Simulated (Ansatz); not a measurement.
ClGeH, SMILES `[Cl][GeH]` at its PBE0-D4/def2-TZVP geometry, where that method's forces vanish. The species carries charge 0 and has multiplicity 1.

```xyz
3

Cl   -0.8711   -1.3186    0.0746
Ge    0.1110    0.4531   -0.7390
H     0.7600    0.8655    0.6644
```

Task: What forces (eV/Å) does r2SCAN-D4/def2-TZVPP give on these atoms in the Gaussian-basis code of Ansatz? (Estimate.)

Result: Computed: 
```
Cl1 -0.003 -0.005  0.004
Ge2  0.010  0.011  0.009
H3  -0.007 -0.006 -0.013
```
